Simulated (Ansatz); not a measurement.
Input for Ansatz (development build ahead of 0.2.0):

```yaml
crystal:
  periodic: [false, false, false]
  atoms:
    - { symbol: Be, position_ang: [0.0, 0.0, 0.0] }
    - { symbol: Al, position_ang: [1.9698, 0.0, 0.7169] }
    - { symbol: Al, position_ang: [-0.9849, 1.7059, 0.7169] }
    - { symbol: Al, position_ang: [-0.9849, -1.7059, 0.7169] }
basis:
  gaussian: { orbitals: pcseg-2 }
magnetization:
  spin_polarized: true
  initial_magnetization: 3
hamiltonian:
  xc: { name: wB97X }
```

The input is written out in the form of the current development build from the run's settings.

The run gave:

```
Converged                       : yes
Total energy                    : -741.86379 hartree
Spin squared of the determinant : 3.779
Stability test                  : minimum
```

Caution: other spin multiplicities may lie lower.
